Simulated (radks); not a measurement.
Problem. The mean radii <r> (bohr) of the occupied orbitals of an atom or ion are listed with their occupations. Method: scalar-relativistic Kohn-Sham, MS2 meta-GGA, spin-unpolarised, spherical densities, finite nucleus; meta-GGA in the generalised Kohn-Sham scheme; Fermi nuclear charge, rms radius of each element as measured or else 0.836 A^(1/3) + 0.57 fm; computed with a radial shooting solver on a logarithmic mesh with Libxc functionals.

| orbital | occ. | <r> |
|---|---|---|
| 1s | 2 | 0.01686 |
| 2s | 2 | 0.07109 |
| 2p | 6 | 0.06424 |
| 3s | 2 | 0.1837 |
| 3p | 6 | 0.1850 |
| 3d | 10 | 0.1677 |
| 4s | 2 | 0.4068 |
| 4p | 6 | 0.4330 |
| 4d | 10 | 0.4578 |
| 5s | 1 | 0.9188 |
| 4f | 14 | 0.4963 |
| 5p | 6 | 1.048 |
| 5d | 8 | 1.360 |

Name the element and its charge.

Solution. Z = 79, gold, charge +4: Au4+ in [Kr] 4d10 4f14 5s1 5p6 5d8. The 1s radius gives Z: for a bare nucleus <r> = (2 gamma + 1)/(2Z) with gamma = sqrt(1 - (Z/c)^2), 0.01667 bohr for Z = 79, and screening makes it slightly larger (0.01686 here). The occupations add up to 75, and the charge is Z minus that.
